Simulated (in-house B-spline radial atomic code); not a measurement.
## RPA and G0W0 on CAM-B3LYP: Xe⁷⁺

Configuration [Kr] 4d10 5s1, highest spin, mean-field start CAM-B3LYP. Computed with an all-electron radial atomic-structure program (B-spline basis): all electrons, scalar-relativistic (spin-free one-electron X2C), finite nucleus, each spin shell either full or empty, empty states to l = 9 with an (l + 1/2)⁻⁴ tail; G0W0 by contour deformation at full frequency.

Command:
```bash
python run_gw.py task.json out
```
Settings (radii: box in bohr, nucleus in fm):
```
Z                        54
electrons                47
configuration            [Kr] 4d10 5s1
hamiltonian              x2c
method                   camb3lyp
lmax                     9
rms_radius               4.7859
spin_polarised           True
box_radius               8.41
intervals                66
ion_configuration        [Kr] 4d10
```

Time taken, with all properties: 9.8 s on 1 thread of Arm Neoverse V1, with other jobs on the host.

Energies (hartree):

```json
{"term": "mean-field total", "value": "-7435.20130"}
{"term": "Hartree-Fock functional on these orbitals", "value": "-7432.09799"}
{"term": "direct second order", "value": "-4.1609"}
{"term": "second-order exchange", "value": "1.1512"}
{"term": "SOSEX correction", "value": "1.087"}
```

Q: What is the RPA correlation energy, and what remains with SOSEX?

A: RPA gives -3.7384 hartree (-2.16 eV per electron); RPA + SOSEX gives -2.6515, and the second-order doubles -3.0097 hartree (no singles). SOSEX takes back 29 % of the RPA value.

Quasi-particle levels (eV):

```csv
level,occupied,mean field,Σx - vxc,Σc,QP weight,G0W0
5s up,yes,-103.50,-0.98,?,?,?
4d down,yes,-155.45,-8.01,0.21,0.966,-163.26
5s down,no,-95.99,6.67,-2.93,0.971,-92.25
```

G0W0 = mean field + (Σx - vxc) + Σc, with Σc (partial-wave tail included) taken at the quasi-particle energy. Only the outer levels were computed. Levels of low weight are left out.

Q: Where does G0W0 put 5s up?

A: At -106.79 eV, with Σc = -2.31 eV and a quasi-particle weight of 0.979. The tabulated removal energy is 105.978 ± 0.0025 eV (NIST, measured); the calculation leaves out spin-orbit coupling, Breit and QED terms, and what these don't explain is the method's own error.

Q: What does it cost to remove one electron (to [Kr] 4d10) by differences of total energies, each species on its own start (correlation terms add to the Hartree-Fock functional)?

A: CAM-B3LYP 107.02 eV, Hartree-Fock functional 104.23 eV, + RPA 106.47 eV, + RPA + SOSEX 105.81 eV, + second order 106.68 eV. Tabulated: 105.978 ± 0.0025 eV (NIST, measured); the calculation leaves out spin-orbit coupling, Breit and QED terms, and what these don't explain is the method's own error.
